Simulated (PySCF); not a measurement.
PySCF input (M06-2X/6-31G* (5d)):

```python
from pyscf import gto, dft

mol = gto.M(
    atom='''
    F    -1.05857075   -0.21560565    0.02076994
    C     0.00212202    0.41286249   -0.01271567
    F     1.05629413   -0.22733482   -0.00712790
    H     0.00775742    1.50928936   -0.04648432
    ''',
    basis='6-31g*',
    charge=1,
    spin=0,
    verbose=4,
)

mf = dft.RKS(mol, xc='m062x')
mf.grids.level = 4
mf.conv_tol = 1e-9
mf.max_cycle = 100
mf.max_memory = 1500
mf.kernel()
if not mf.converged:
    mf = mf.newton()
    mf.kernel(mf.make_rdm1())
mf.dip_moment()
```

### Question
What final total energy does it give?

### Answer
-237.90468 Eh.
